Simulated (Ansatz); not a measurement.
Which isomer of CBSe2+ gives these data?

These gas-phase data were calculated for one isomer of CBSe2+ at B3LYP-D3(BJ)/def2-SVP (harmonic, unscaled wavenumbers; equilibrium rotational constants with average atomic masses):

| Item | Value |
| --- | --- |
| rotational constants | 0.5376 GHz |
| all wavenumbers above 1500 cm⁻¹ | 1575 |

Candidates:

(1) `[Se]1B2[Se+]=C12`, a singlet
(2) `[Se]=BC#[Se+]`, a singlet

Q: Assign the data to one candidate and say why. Where the bands don't settle it, estimate the moments of inertia from typical bond lengths.

A: Candidate (2). The rotational constants decide: (1) would give 32.22, 1.164, 1.123 GHz.

The same quantities for all candidates:

```tsv
	rotational constants (GHz)	wavenumbers above 1500 cm⁻¹	E above the lowest, B3LYP-D3(BJ)/def2-SVP (kcal/mol)
(1)	32.22, 1.164, 1.123	none	53.3
(2)	0.5376	1575	0.0
```

Programs: Ansatz 0.2.0.
